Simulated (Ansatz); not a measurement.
`C[NH][GaH][CH3]` and `CBNC` differ in one element.

Ansatz, PBE0-D4/def2-TZVP geometries, multiplicity 1. Each molecule was computed in one conformer, which needn't be the lowest.

Scalar relativity is left out up to krypton.

```csv
property,`C[NH][GaH][CH3]`
HOMO energy (PBE/def2-TZVPP) / eV,-5.30
HOMO–LUMO gap (PBE/def2-TZVPP) / eV,4.23
HOMO energy (PBE0/def2-TZVPP) / eV,-6.54
size of the dipole moment (PBE/def2-TZVPP) / D,0.84
HOMO–LUMO gap (B3LYP/def2-TZVPP) / eV,5.78
HOMO–LUMO gap (PBE0/def2-TZVPP) / eV,6.24
```

**Question.** What does the change do to each property? (An estimate is asked.)

**Answer.** Ansatz gave: 
```
                                      property  `CBNC`  shift
             HOMO energy (PBE/def2-TZVPP) / eV   -6.28  -0.98
           HOMO–LUMO gap (PBE/def2-TZVPP) / eV    6.11   1.88
            HOMO energy (PBE0/def2-TZVPP) / eV   -7.57  -1.03
size of the dipole moment (PBE/def2-TZVPP) / D    1.68   0.84
         HOMO–LUMO gap (B3LYP/def2-TZVPP) / eV    7.91   2.13
          HOMO–LUMO gap (PBE0/def2-TZVPP) / eV    8.37   2.13
```

With PBE0 the HOMO falls by 1.03 eV and the LUMO rises by 1.09 eV, so the gap widens by about 2.12 eV. PBE moves the HOMO by -0.98 eV and ωB97M-V by -1.05 eV. Dipoles are sizes alone; their direction can turn.

B3LYP here is the variant with VWN-RPA as its local correlation; programs differ in this.
